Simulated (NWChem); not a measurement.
System: H₄BO₃ cation; SMILES OB(O)[OH2+]

NWChem input:

```
start job
memory heap 200 mb stack 700 mb global 900 mb
charge 1
geometry units angstroms noautosym nocenter noautoz
  O      1.395764     0.025671     0.034965
  B      0.086546     0.172979    -0.010864
  O     -0.670706     1.246453    -0.024034
  O     -0.533983    -1.198371    -0.054887
  H      1.937291     0.823376     0.106185
  H     -1.630994     1.278722     0.018143
  H      0.072916    -1.963029    -0.088160
  H     -1.446779    -1.415637    -0.308883
end
basis spherical
  O library 6-31g*
  B library 6-31g*
  H library 6-31g*
end
dft
  xc hfexch
  iterations 150
  mulliken
end
task dft energy
esp
  recalculate
  probe 0.07
  range 0.3
  factor 1.0
  spacing 0.02
end
task esp
```

Excerpt of the output:

```
             Northwest Computational Chemistry Package (NWChem) 7.3.0
             --------------------------------------------------------

                             Geometry "geometry" -> ""
                             -------------------------

 Output coordinates in angstroms (scale by  1.889725989 to convert to a.u.)

  No.       Tag          Charge          X              Y              Z
 ---- ---------------- ---------- -------------- -------------- --------------
    1 O                    8.0000     1.39576400     0.02567100     0.03496500
    2 B                    5.0000     0.08654600     0.17297900    -0.01086400
    3 O                    8.0000    -0.67070600     1.24645300    -0.02403400
    4 O                    8.0000    -0.53398300    -1.19837100    -0.05488700
    5 H                    1.0000     1.93729100     0.82337600     0.10618500
    6 H                    1.0000    -1.63099400     1.27872200     0.01814300
    7 H                    1.0000     0.07291600    -1.96302900    -0.08816000
    8 H                    1.0000    -1.44677900    -1.41563700    -0.30888300

 Effective nuclear repulsion energy (a.u.)     124.2779518522

  xc_inp: hfexch multiplicative factor not found.

                                 NWChem DFT Module
                                 -----------------

 Summary of "ao basis" -> "ao basis" (spherical)
 ------------------------------------------------------------------------------
       Tag                 Description            Shells   Functions and Types
 ---------------- ------------------------------  ------  ---------------------
 O                           6-31g*                  6       14   3s2p1d
 B                           6-31g*                  6       14   3s2p1d
 H                           6-31g*                  2        2   2s

            General Information
            -------------------
          SCF calculation type: DFT
          Wavefunction type:  closed shell.
          No. of atoms     :     8
          No. of electrons :    32
           Alpha electrons :    16
            Beta electrons :    16
          Charge           :     1
          Spin multiplicity:     1
          Use of symmetry is: off; symmetry adaption is: off
          Maximum number of iterations: 150
          AO basis - number of functions:    64
                     number of shells:    32
          Convergence on energy requested:  1.00D-06
          Convergence on density requested:  1.00D-05
          Convergence on gradient requested:  5.00D-04

              XC Information
              --------------
                     Hartree-Fock (Exact) Exchange  1.000

      Superposition of Atomic Density Guess
      -------------------------------------

 Sum of atomic energies:        -250.78207535

 Renormalizing density from      33.00 to     32

      Non-variational initial energy
      ------------------------------

 Total energy =    -247.424455
 1-e energy   =    -571.750099
 2-e energy   =     200.047693
 HOMO         =      -0.862848
 LUMO         =      -0.220680

     ---------------------------------------------
      Total Density - Mulliken Population Analysis
     ---------------------------------------------

    Atom       Charge   Shell Charges
 -----------   ------   -------------------------------------------------------
    1 O    8     8.92   2.00  0.98  3.40  0.84  1.69  0.01
    2 B    5     3.86   2.00  0.53  1.02  0.12  0.03  0.18
    3 O    8     8.91   2.00  0.97  3.41  0.83  1.69  0.01
    4 O    8     8.89   2.00  0.93  3.30  0.85  1.80  0.01
    5 H    1     0.36   0.31  0.05
    6 H    1     0.36   0.31  0.05
    7 H    1     0.35   0.30  0.05
    8 H    1     0.34   0.30  0.05

   convergence    iter        energy       DeltaE   RMS-Dens  Diis-err
 ---------------- ----- ----------------- --------- --------- ---------
 d= 0,ls=0.0,diis     1   -251.2247699492 -3.76D+02  1.56D-02  2.52D+00
 d= 0,ls=0.0,diis     2   -251.3992760724 -1.75D-01  5.57D-03  7.41D-01
 d= 0,ls=0.0,diis     3   -251.4636410854 -6.44D-02  8.32D-04  5.01D-03
 d= 0,ls=0.0,diis     4   -251.4644260420 -7.85D-04  1.86D-04  3.66D-04
 d= 0,ls=0.0,diis     5   -251.4644738039 -4.78D-05  5.63D-05  3.22D-05
  Resetting Diis
 d= 0,ls=0.0,diis     6   -251.4644781018 -4.30D-06  2.30D-05  2.51D-06
 d= 0,ls=0.0,diis     7   -251.4644786401 -5.38D-07  4.88D-06  1.40D-07

         Total DFT energy =     -251.464478640137
      One electron energy =     -584.647911599090
           Coulomb energy =      238.822765656814
    Exchange-Corr. energy =      -29.917284550074
 Nuclear repulsion energy =      124.277951852212

 Numeric. integr. density =        0.000000000000

                       DFT Final Molecular Orbital Analysis
                       ------------------------------------

 Vector   14  Occ=2.000000D+00  E=-7.838082D-01
              MO Center=  7.0D-02,  4.9D-01, -2.1D-02, r^2= 2.1D+00
   Bfn.  Coefficient  Atom+Function         Bfn.  Coefficient  Atom+Function
  ----- ------------  ---------------      ----- ------------  ---------------
    33      0.411253  3 O  pz                 5      0.343002  1 O  pz
    37      0.297536  3 O  pz                 9      0.246114  1 O  pz
    47     -0.231191  4 O  pz                51     -0.184665  4 O  pz
    19      0.181002  2 B  pz                32     -0.110325  3 O  py
    36     -0.076215  3 O  py                23      0.063457  2 B  pz

 Vector   15  Occ=2.000000D+00  E=-7.696854D-01
              MO Center=  1.3D-01,  7.4D-01,  1.5D-02, r^2= 2.2D+00
   Bfn.  Coefficient  Atom+Function         Bfn.  Coefficient  Atom+Function
  ----- ------------  ---------------      ----- ------------  ---------------
    32      0.373966  3 O  py                 4     -0.299819  1 O  py
    36      0.269240  3 O  py                31      0.259424  3 O  px
     8     -0.221141  1 O  py                 3      0.202933  1 O  px
    34      0.195828  3 O  s                 35      0.189381  3 O  px
     7      0.134344  1 O  px                30      0.117524  3 O  s

 Vector   16  Occ=2.000000D+00  E=-7.198166D-01
              MO Center=  4.7D-01,  5.5D-01,  3.6D-03, r^2= 2.0D+00
   Bfn.  Coefficient  Atom+Function         Bfn.  Coefficient  Atom+Function
  ----- ------------  ---------------      ----- ------------  ---------------
     5      0.474958  1 O  pz                33     -0.423461  3 O  pz
     9      0.371791  1 O  pz                37     -0.333177  3 O  pz
    27     -0.046450  2 B  d  1               3     -0.033069  1 O  px
    25     -0.025120  2 B  d -1

 Vector   17  Occ=0.000000D+00  E=-5.696642D-02
              MO Center= -9.0D-01, -1.4D+00, -2.2D-01, r^2= 3.4D+00
   Bfn.  Coefficient  Atom+Function         Bfn.  Coefficient  Atom+Function
  ----- ------------  ---------------      ----- ------------  ---------------
    48      1.109087  4 O  s                 64     -0.995180  8 H  s
    62     -0.713905  7 H  s                 20     -0.320758  2 B  s
    34      0.314101  3 O  s                 60     -0.268949  6 H  s
     6      0.232186  1 O  s                 50     -0.233012  4 O  py
    58     -0.183084  5 H  s                 44      0.175179  4 O  s

 Vector   18  Occ=0.000000D+00  E= 2.968630D-02
              MO Center= -6.0D-01, -1.2D+00, -1.2D-01, r^2= 4.7D+00
   Bfn.  Coefficient  Atom+Function         Bfn.  Coefficient  Atom+Function
  ----- ------------  ---------------      ----- ------------  ---------------
    62      1.315357  7 H  s                 64     -0.812620  8 H  s
    60     -0.745736  6 H  s                 49     -0.580766  4 O  px
    34      0.437959  3 O  s                 50      0.312479  4 O  py
    35     -0.289266  3 O  px                48     -0.263441  4 O  s
    45     -0.246435  4 O  px                46      0.146337  4 O  py

 Vector   19  Occ=0.000000D+00  E= 3.314618D-02
              MO Center= -9.9D-03,  1.7D-01, -1.6D-01, r^2= 2.4D+00
   Bfn.  Coefficient  Atom+Function         Bfn.  Coefficient  Atom+Function
  ----- ------------  ---------------      ----- ------------  ---------------
    23      0.822015  2 B  pz                19      0.456965  2 B  pz
     9     -0.351977  1 O  pz                37     -0.346639  3 O  pz
    60     -0.303771  6 H  s                 64      0.286335  8 H  s
    34      0.273103  3 O  s                  5     -0.232622  1 O  pz
    33     -0.230528  3 O  pz                20     -0.196271  2 B  s

     ---------------------------------------------
      Total Density - Mulliken Population Analysis
     ---------------------------------------------

    Atom       Charge   Shell Charges
 -----------   ------   -------------------------------------------------------
    1 O    8     8.69   2.00  0.88  2.95  0.93  1.91  0.02
    2 B    5     4.01   2.00  0.48  1.26  0.01  0.06  0.21
    3 O    8     8.68   2.00  0.88  2.95  0.93  1.90  0.02
    4 O    8     8.83   2.00  0.87  3.00  0.96  1.98  0.02
    5 H    1     0.47   0.43  0.04
    6 H    1     0.48   0.43  0.05
    7 H    1     0.41   0.40  0.01
    8 H    1     0.43   0.41  0.02

     -------------------------------------------
      Total Density - Lowdin Population Analysis
     -------------------------------------------

    Atom       Charge   Shell Charges
 -----------   ------   -------------------------------------------------------
    1 O    8     8.26   1.99  0.81  2.80  0.64  1.99  0.03
    2 B    5     4.92   1.97  0.38  1.18  0.25  0.66  0.48
    3 O    8     8.25   1.99  0.80  2.80  0.63  1.98  0.03
    4 O    8     8.24   1.99  0.81  2.85  0.62  1.93  0.03
    5 H    1     0.60   0.41  0.19
    6 H    1     0.61   0.41  0.19
    7 H    1     0.56   0.39  0.17
    8 H    1     0.57   0.40  0.18

     Multipole analysis of the density
     ---------------------------------

     L   x y z        total         alpha         beta         nuclear
     -   - - -        -----         -----         ----         -------
     0   0 0 0      1.000000    -16.000000    -16.000000     33.000000

     1   1 0 0     -1.188884     -1.438927     -1.438927      1.688969
     1   0 1 0     -1.297791     -0.817413     -0.817413      0.337035
     1   0 0 1     -0.233236      0.524645      0.524645     -1.282525

     2   2 0 0     -6.841568    -57.012295    -57.012295    107.183022
     2   1 1 0      3.228318      1.244095      1.244095      0.740128
     2   1 0 1      0.969189     -1.953955     -1.953955      4.877099
     2   0 2 0     -7.770059    -61.456612    -61.456612    115.143165
     2   0 1 1      1.270978     -1.159476     -1.159476      3.589931
     2   0 0 2    -16.016686     -8.283096     -8.283096      0.549507

                     NWChem Electrostatic Potential Fit Module
                     -----------------------------------------

 Atom parameters

 Number of atoms is                                    8
 Number of basis functions is                         64

 Grid parameters

 Maximum number of grid points is                  33713
 Number of grid points is                          33712
 Grid range                                     0.300000 nm
 Grid spacing                                   0.020000 nm
 Probe radius                                   0.070000 nm
 Atom radius factor                             1.000000

 Atomic radii

    1    0.100000
    5    0.158000
    8    0.136000
 FASTESP  F
  using M.O. file = ./job.movecs

    Atom              Coordinates                           Charge

                                                  ESP

    1 O     0.139576    0.002567    0.003497   -0.730679
    2 B     0.008655    0.017298   -0.001086    1.079137
    3 O    -0.067071    0.124645   -0.002403   -0.768130
    4 O    -0.053398   -0.119837   -0.005489   -0.710310
    5 H     0.193729    0.082338    0.010619    0.512911
    6 H    -0.163099    0.127872    0.001814    0.527233
    7 H     0.007292   -0.196303   -0.008816    0.558929
    8 H    -0.144678   -0.141564   -0.030888    0.530910
                                            ------------
                                                1.000000

 Dipole moment                                  1.569178

 Quadrupole moment Qxx                          9.295991
                   Qyy                          6.550234
                   Qzz                        -15.846225

 RMS deviation kJ/mol                           0.037925

 RRMS %                                         1.610768
```

Level: Hartree-Fock/6-31G* (spherical d). The geometry was optimised at PBE0/def2-SVP.
